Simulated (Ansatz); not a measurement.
Relative stability

Two relaxed structures of C$_{2}$H$_{2}$Zn, singlet (PBE0-D4/def2-TZVP; forces vanish, vibrations not checked).

A:

```xyz
5
angstrom
C -1.6090 -0.6521 -0.0949
C -0.6524 -1.1270 -0.6359
Zn 1.6033 1.6063 0.7568
H -2.4572 -0.2265 0.3881
H 0.1959 -1.5526 -1.1188
```

B:

```
atom    x (Å)    y (Å)    z (Å)
  C1  -1.4798  -0.5275  -0.0367
  C2  -0.3391  -0.1234  -0.0072
 Zn3   1.4328   0.5093   0.0362
  H4  -2.4849  -0.8831  -0.0629
  H5   2.8709   1.0247   0.0706
```

Computed with Ansatz 0.2.0 (basis: def2-TZVPP); correlated methods freeze the cores. The 3s and 3p shells of Cu and Zn are frozen; filled d shells are correlated. B3LYP uses VWN-RPA correlation.

**Question.** Which structure is lower at CCSD(T), and by how much? (An estimate is asked for; the value comes from the calculation.)

**Answer.** The calculation gives: B, by 4.30 kcal/mol (electronic energy, against the other). By their contacts, A is a complex of C₂H₂ (C#C) + Zn and B is C₂H₂Zn ([CH][C][ZnH]).

**Question.** Do the other methods give the same order? (A judgement: the text doesn't fix the answer.)

**Answer.** By the calculation: Not all: B3LYP-D4, HF give the other order.

```json
{"method": "PBE-D4", "E(B) − E(A) (kcal/mol)": "-3.05"}
{"method": "r2SCAN-D4", "E(B) − E(A) (kcal/mol)": "-8.89"}
{"method": "PBE0-D4", "E(B) − E(A) (kcal/mol)": "-4.42"}
{"method": "B3LYP-D4", "E(B) − E(A) (kcal/mol)": "0.73"}
{"method": "wB97M-V", "E(B) − E(A) (kcal/mol)": "-4.95"}
{"method": "HF", "E(B) − E(A) (kcal/mol)": "0.67"}
{"method": "MP2", "E(B) − E(A) (kcal/mol)": "-8.51"}
{"method": "CCSD", "E(B) − E(A) (kcal/mol)": "-3.10"}
{"method": "CCSD(T)", "E(B) − E(A) (kcal/mol)": "-4.30"}
```

No T1 diagnostic of these runs exceeds 0.016.

Labels in which every atom is bracketed show which atoms are joined, not bond orders.

For scale, one of the runs: CCSD(T)/def2-TZVPP, 154 basis functions, launched by `ansatz run in.yaml --threads 2 --pin off --events-out ev --progress --plain --max-ram 4352MiB`. Hardware: 2 CPU threads of an Intel Xeon 6975P-C, shared host. Wall time 11 s; peak host memory 1.1 GiB.
